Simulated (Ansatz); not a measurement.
Basis-set extrapolation for CH$_{4}$AlO$_{2}$ (`C[O][Al][OH]`) radical (PBE0-D4/def2-TZVP geometry, frozen core, the Gaussian-basis code of Ansatz). Multiplicity 2, UHF reference.

```tsv
	def2-TZVPP	def2-QZVPP
HF	-432.004141	-432.021348
MP2 correlation	-0.709458	-0.764552
CCSD(T) correlation	-0.754544	not run
```

Energies in hartree. Use E(X) = E(∞) + A·exp(−7.88·√X) for Hartree–Fock and E(X) = E(∞) + B·X^(−2.97) for correlation, with X = 3 and 4, and add CCSD(T) minus MP2 of the smaller set to the MP2 limit.

Task: What is the CCSD(T) energy at the basis-set limit?

Result: HF limit: -432.021348 + (-0.017207) × 0.13774 = -432.02372. MP2 limit: -0.764552 + (-0.055094) × 0.74074 = -0.80536. Higher-order term: -0.754544 − (-0.709458) = -0.04509. Total: -432.87417 hartree, 72.5 kcal/mol below CCSD(T)/def2-TZVPP.
